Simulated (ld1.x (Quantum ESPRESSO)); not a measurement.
## In (Z = 49): RRKJ pseudisation with BLYP, scalar-relativistic reference atom.

ld1.x (Quantum ESPRESSO) 7.5 was run on this input:

```
&input
   title='In', zed=49., rel=1, dft='BLYP', iswitch=3,
   config='[Kr] 4d10 4f-2 5s1.75 5p1.25',
   nld=4, rlderiv=2.85, eminld=-3.0, emaxld=5.0, deld=0.02
 /
 &inputp
   pseudotype=2, tm=.false., rho0=0.005, lloc=1,
   nlcc=.false.,
   file_pseudopw='In.UPF', file_wfcaegen='ae.wfc', file_wfcncgen='nc.wfc', file_beta='beta', file_chi='chi'
 /
4
5S  1  0   1.75   0.00  2.35  2.35  0.0
4D  3  2  10.00   0.00  1.40  1.40  0.0
4F  4  3  -2.00   0.25  2.60  2.60  0.0
5P  2  1   1.25   0.00  2.60  2.60  0.0
 &test
   configts(1)='4d10 5s1.75 5p1.25'
 /
```

Command:

```bash
ld1.x < In.in > In.out
```

The program printed (shortened: banner, matrices, multipoles, cross overlaps and the repeated all-electron block are left out):

```
Program LD1 v.7.5
     --------------------------- All-electron run ----------------------------

     In
     scalar relativistic calculation

     atomic number is 49.00
     dft =BLYP   lsd =0 sic =0 latt =0  beta=0.20 tr2=1.0E-14
     Exchange-correlation= BLYP
                           (   1   3   1   3   0   0   0)
     mesh =1241 r(mesh) = 100.30140 a.u. xmin = -7.00 dx = 0.01250
     1 Ry =  13.60569312 eV, c = 137.03599908

     n l     nl                  e(Ry)          e(Ha)          e(eV)
     1 0     1S 1( 2.00)     -2040.2618     -1020.1309    -27759.1763
     2 0     2S 1( 2.00)      -305.5063      -152.7531     -4156.6246
     2 1     2P 1( 6.00)      -274.2336      -137.1168     -3731.1377
     3 0     3S 1( 2.00)       -57.9691       -28.9845      -788.7092
     3 1     3P 1( 6.00)       -47.7307       -23.8653      -649.4089
     4 0     4S 1( 2.00)        -8.8092        -4.4046      -119.8552
     4 1     4P 1( 6.00)        -5.7563        -2.8782       -78.3191
     3 2     3D 1(10.00)       -31.8289       -15.9145      -433.0548
     4 2     4D 1(10.00)        -1.3841        -0.6921       -18.8318
     5 0     5S 1( 1.75)        -0.6191        -0.3096        -8.4239
     5 1     5P 1( 1.25)        -0.1939        -0.0969        -2.6375

     final scf error:  4.8E-15 reached in  29 iterations

     Etot =  -11764.401346 Ry,   -5882.200673 Ha, -160062.834485 eV

     Ekin =   12262.801119 Ry,    6131.400559 Ha,  166843.908850 eV
     Encl =  -28442.974629 Ry,  -14221.487314 Ha, -386986.384301 eV
     Eh   =    4735.953066 Ry,    2367.976533 Ha,   64435.924066 eV
     Exc  =    -320.180902 Ry,    -160.090451 Ha,   -4356.283099 eV

     normalization and overlap integrals

     s(1S/1S) =  1.000000  <r> =   0.0297  <r2> =    0.0012  r(max) =   0.0192
     s(2S/2S) =  1.000000  <r> =   0.1285  <r2> =    0.0195  r(max) =   0.1090
     s(2P/2P) =  1.000000  <r> =   0.1122  <r2> =    0.0154  r(max) =   0.0870
     s(3S/3S) =  1.000000  <r> =   0.3487  <r2> =    0.1390  r(max) =   0.3153
     s(3P/3P) =  1.000000  <r> =   0.3472  <r2> =    0.1399  r(max) =   0.3075
     s(4S/4S) =  1.000000  <r> =   0.8476  <r2> =    0.8136  r(max) =   0.7658
     s(4P/4P) =  1.000000  <r> =   0.9215  <r2> =    0.9722  r(max) =   0.8152
     s(3D/3D) =  1.000000  <r> =   0.3244  <r2> =    0.1251  r(max) =   0.2581
     s(4D/4D) =  1.000000  <r> =   1.1832  <r2> =    1.6839  r(max) =   0.9354
     s(5S/5S) =  1.000000  <r> =   2.5918  <r2> =    7.7226  r(max) =   2.1344
     s(5P/5P) =  1.000000  <r> =   3.6976  <r2> =   16.2323  r(max) =   2.8100

     ------------------------ End of All-electron run ------------------------

     --------------------- Generating NC pseudopotential ---------------------

      Generating local pot.: lloc=1, matching radius rcloc =   2.6000

      Wfc   5S  rcut= 2.359  Estimated cut-off energy=        8.26 Ry
      Using 4 Bessel functions for this wfc, rho(0) = 0.005
      This function has    0 nodes for 0 < r <    2.359

      Wfc   4D  rcut= 1.395  Estimated cut-off energy=      120.54 Ry
      This function has    0 nodes for 0 < r <    1.395

      Wfc   4F  rcut= 2.607  Estimated cut-off energy=       41.28 Ry
      This function has    0 nodes for 0 < r <    2.607

     ------------------- End of pseudopotential generation -------------------

     Computing logarithmic derivative in   2.86323
     Message from routine run_pseudo:
     Warning: convergence not achieved
     Computing logarithmic derivative in   2.86323
     Computing the partial wave expansion
     R is outside the sphere for l=    0 j= 0.00
       no projector for channel:   1
     R is outside the sphere for l=    2 j= 0.00
     R is outside the sphere for l=    3 j= 0.00

     ---------------------- Testing the pseudopotential ----------------------

     In
     scalar relativistic calculation

     atomic number is 49.00   valence charge is 13.00
     dft =BLYP   lsd =0 sic =0 latt =0  beta=0.20 tr2=1.0E-14
     mesh =1241 r(mesh) = 100.30140 xmin = -7.00 dx = 0.01250

     n l     nl             e AE (Ry)        e PS (Ry)    De AE-PS (Ry)
     3 2     4D   1(10.00)       -1.38411       -1.38411        0.00000
     1 0     5S   1( 1.75)       -0.61914       -0.61914        0.00000
     2 1     5P   1( 1.25)       -0.19385       -0.19385        0.00000

     eps = 9.6E-10  iter =201

     Etot =  -11764.401346 Ry,   -5882.200673 Ha, -160062.834485 eV
     Etotps =  -112.384404 Ry,     -56.192202 Ha,   -1529.067713 eV

     Ekin =      88.602143 Ry,      44.301072 Ha,    1205.493569 eV
     Encl =    -188.466846 Ry,     -94.233423 Ha,   -2564.222070 eV
     Ehrt =     101.500539 Ry,      50.750269 Ha,    1380.985184 eV
     Ecxc =     -14.587911 Ry,      -7.293955 Ha,    -198.478638 eV
     Epseu=     -99.432329 Ry,     -49.716165 Ha,   -1352.845758 eV

     ---------------------- End of pseudopotential test ----------------------
```

Generation and configuration tests took about 2.9 s on one core of a shared server CPU.

Transferability test of the new file with ld1.x, input:

```
&input
   title='In', zed=49., rel=1, dft='BLYP', iswitch=2,
   config='[Kr] 4d10 4f-2 5s1.75 5p1.25'
 /
 &test
   file_pseudo='In.UPF', nconf=8,
   configts(1)='4d10 5s1.75 5p1.25',
   configts(2)='4d10 5s2 5p1',
   configts(3)='4d10 5s2 5p0',
   configts(4)='4d10 5s1 5p0',
   configts(5)='4d9 5s0 5p0',
   configts(6)='4d10 5s2 5p0.5',
   configts(7)='4d9 5s2 5p2',
   configts(8)='4d10 5s1 5p1'
 /
```

```bash
ld1.x < In.test.in > In.test.out
```

Pseudopotential blocks of its output, shortened (energy terms left out; the distinct warnings before each block abridged to one line each):

```
     Warning: convergence not achieved
     ---------------------- Testing the pseudopotential ----------------------

     n l     nl             e AE (Ry)        e PS (Ry)    De AE-PS (Ry)
     3 2     4D   1(10.00)       -1.38411       -1.38411        0.00000
     1 0     5S   1( 1.75)       -0.61914       -0.61914        0.00000
     2 1     5P   1( 1.25)       -0.19385       -0.19385        0.00000

     eps = 7.9E-09  iter =201

     Etot =  -11764.401346 Ry,   -5882.200673 Ha, -160062.834486 eV
     Etotps =  -112.384404 Ry,     -56.192202 Ha,   -1529.067713 eV

     ---------------------- End of pseudopotential test ----------------------

          Warning: convergence not achieved
     ---------------------- Testing the pseudopotential ----------------------

     n l     nl             e AE (Ry)        e PS (Ry)    De AE-PS (Ry)
     3 2     4D   1(10.00)       -1.35336       -1.35334       -0.00002
     1 0     5S   1( 2.00)       -0.59978       -0.59988        0.00010
     2 1     5P   1( 1.00)       -0.18093       -0.18098        0.00005

     eps = 1.9E-10  iter =201

     Etot =  -11764.506861 Ry,   -5882.253430 Ha, -160064.270091 eV
     Etotps =  -112.489934 Ry,     -56.244967 Ha,   -1530.503522 eV
     dEtot_ae =      -0.105515 Ry
     dEtot_ps =      -0.105530 Ry,   Delta E=       0.000015 Ry

     ---------------------- End of pseudopotential test ----------------------

          Warning: convergence not achieved
     ---------------------- Testing the pseudopotential ----------------------

     n l     nl             e AE (Ry)        e PS (Ry)    De AE-PS (Ry)
     3 2     4D   1(10.00)       -1.90277       -1.89941       -0.00336
     1 0     5S   1( 2.00)       -1.09913       -1.09871       -0.00042
     2 1     5P   1( 0.00)       -0.62373       -0.62354       -0.00018

     eps = 2.0E-09  iter =201

     Etot =  -11764.113130 Ry,   -5882.056565 Ha, -160058.913109 eV
     Etotps =  -112.096157 Ry,     -56.048079 Ha,   -1525.145914 eV
     dEtot_ae =       0.288216 Ry
     dEtot_ps =       0.288247 Ry,   Delta E=      -0.000031 Ry

     ---------------------- End of pseudopotential test ----------------------

          Warning: convergence not achieved
     ---------------------- Testing the pseudopotential ----------------------

     n l     nl             e AE (Ry)        e PS (Ry)    De AE-PS (Ry)
     3 2     4D   1(10.00)       -2.67311       -2.66583       -0.00728  !
     1 0     5S   1( 1.00)       -1.75082       -1.74898       -0.00184
     2 1     5P   1( 0.00)       -1.20477       -1.20360       -0.00116

     eps = 2.3E-08  iter =201

     Etot =  -11762.692921 Ry,   -5881.346460 Ha, -160039.590178 eV
     Etotps =  -110.676816 Ry,     -55.338408 Ha,   -1505.834788 eV
     dEtot_ae =       1.708425 Ry
     dEtot_ps =       1.707588 Ry,   Delta E=       0.000837 Ry

     ---------------------- End of pseudopotential test ----------------------

          Warning: n=3, l=2 expected 0 nodes, found 1
     ---------------------- Testing the pseudopotential ----------------------

     n l     nl             e AE (Ry)        e PS (Ry)    De AE-PS (Ry)
     3 2     4D   1( 9.00)       -4.77412       -4.80811        0.03399  !
     1 0     5S   1( 0.00)       -3.35494       -3.36258        0.00765  !
     2 1     5P   1( 0.00)       -2.65333       -2.64946       -0.00387

     eps = 1.2E-15  iter = 13

     Etot =  -11756.461596 Ry,   -5878.230798 Ha, -159954.808683 eV
     Etotps =  -104.434296 Ry,     -52.217148 Ha,   -1420.900988 eV
     dEtot_ae =       7.939750 Ry
     dEtot_ps =       7.950108 Ry,   Delta E=      -0.010358 Ry

     ---------------------- End of pseudopotential test ----------------------

          Warning: convergence not achieved
     ---------------------- Testing the pseudopotential ----------------------

     n l     nl             e AE (Ry)        e PS (Ry)    De AE-PS (Ry)
     3 2     4D   1(10.00)       -1.61042       -1.60904       -0.00138
     1 0     5S   1( 2.00)       -0.83606       -0.83596       -0.00010
     2 1     5P   1( 0.50)       -0.38959       -0.38956       -0.00003

     eps = 3.1E-09  iter =201

     Etot =  -11764.365497 Ry,   -5882.182748 Ha, -160062.346732 eV
     Etotps =  -112.348534 Ry,     -56.174267 Ha,   -1528.579672 eV
     dEtot_ae =       0.035849 Ry
     dEtot_ps =       0.035870 Ry,   Delta E=      -0.000021 Ry

     ---------------------- End of pseudopotential test ----------------------

          Warning: convergence not achieved
     ---------------------- Testing the pseudopotential ----------------------

     n l     nl             e AE (Ry)        e PS (Ry)    De AE-PS (Ry)
     3 2     4D   1( 9.00)       -1.76147       -1.79786        0.03639  !
     1 0     5S   1( 2.00)       -0.74788       -0.74732       -0.00057
     2 1     5P   1( 2.00)       -0.26193       -0.25953       -0.00240

     eps = 1.9E-10  iter =201

     Etot =  -11763.170971 Ry,   -5881.585486 Ha, -160046.094387 eV
     Etotps =  -111.134552 Ry,     -55.567276 Ha,   -1512.062603 eV
     dEtot_ae =       1.230375 Ry
     dEtot_ps =       1.249853 Ry,   Delta E=      -0.019478 Ry

     ---------------------- End of pseudopotential test ----------------------

          Warning: convergence not achieved
     ---------------------- Testing the pseudopotential ----------------------

     n l     nl             e AE (Ry)        e PS (Ry)    De AE-PS (Ry)
     3 2     4D   1(10.00)       -2.01689       -2.01428       -0.00262
     1 0     5S   1( 1.00)       -1.17123       -1.17037       -0.00086
     2 1     5P   1( 1.00)       -0.67886       -0.67833       -0.00053

     eps = 2.1E-09  iter =201

     Etot =  -11763.629285 Ry,   -5881.814642 Ha, -160052.330060 eV
     Etotps =  -111.612559 Ry,     -55.806279 Ha,   -1518.566224 eV
     dEtot_ae =       0.772061 Ry
     dEtot_ps =       0.771845 Ry,   Delta E=       0.000216 Ry

     ---------------------- End of pseudopotential test ----------------------
```
